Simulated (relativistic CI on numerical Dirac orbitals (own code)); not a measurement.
# Radial parameters of Hg XVII

These numbers are calculated, not measured: Dirac-Coulomb-Breit CI, separate exchange-only KLI orbitals for each configuration, model QED, unscaled Slater integrals (own radial code, finite nucleus).

Slater integrals F^k, G^k are unscaled and averaged over j, outside the closed core [Kr] 4d10; ζ comes from projecting the Hamiltonian with its Breit term on Σ l·s of the shell.

- 4f14 5s2 5p2: F^2(5p,5p) = 117320, ζ(5p) = 131150 cm⁻¹; <r>(5p) = 0.9097, <r^2>(5p) = 0.9236 (bohr units).
- 4f14 5s 5p3: F^2(5p,5p) = 117360, G^1(5s,5p) = 152060, ζ(5p) = 130570 cm⁻¹; <r>(5s) = 0.834, <r^2>(5s) = 0.7743, <r>(5p) = 0.9091, <r^2>(5p) = 0.9226 (bohr units).
- 4f14 5s2 5p 5d: ζ(5p) = 131830, F^2(5p,5d) = 107060, G^1(5p,5d) = 132440, G^3(5p,5d) = 84436, ζ(5d) = 13313 cm⁻¹; <r>(5p) = 0.9092, <r^2>(5p) = 0.9228, <r>(5d) = 1.03, <r^2>(5d) = 1.188 (bohr units).

In this model ζ of a weakly bound d, f or g electron outside closed shells comes out too small, for d by up to a factor of two or three and at times with the wrong sign; that of an outer p electron is too small as well.

Averages of the first 10 configurations, taken without configuration mixing, which lowers the lowest level and can move excited configurations by several eV; other configurations of the list can lie among them:

```json
{"Configuration": "4f14 5s2 5p2", "Parity": "even", "States": "15", "Average energy above the lowest level (eV)": "33.1"}
{"Configuration": "4f14 5s 5p3", "Parity": "odd", "States": "40", "Average energy above the lowest level (eV)": "92.8"}
{"Configuration": "4f14 5s2 5p 5d", "Parity": "odd", "States": "60", "Average energy above the lowest level (eV)": "112.5"}
{"Configuration": "4f13 5s2 5p3", "Parity": "even", "States": "280", "Average energy above the lowest level (eV)": "97.7"}
{"Configuration": "4f14 5s 5p2 5d", "Parity": "even", "States": "300", "Average energy above the lowest level (eV)": "170.1"}
{"Configuration": "4f14 5s2 5p 5f", "Parity": "even", "States": "84", "Average energy above the lowest level (eV)": "191.3"}
{"Configuration": "4f14 5s2 5p 5g", "Parity": "odd", "States": "108", "Average energy above the lowest level (eV)": "248.9"}
{"Configuration": "4f14 5s 5p2 5f", "Parity": "odd", "States": "420", "Average energy above the lowest level (eV)": "249.4"}
{"Configuration": "4f14 5s2 5p 6s", "Parity": "odd", "States": "12", "Average energy above the lowest level (eV)": "173.3"}
{"Configuration": "4f13 5s2 5p2 5d", "Parity": "odd", "States": "2100", "Average energy above the lowest level (eV)": "177.6"}
```
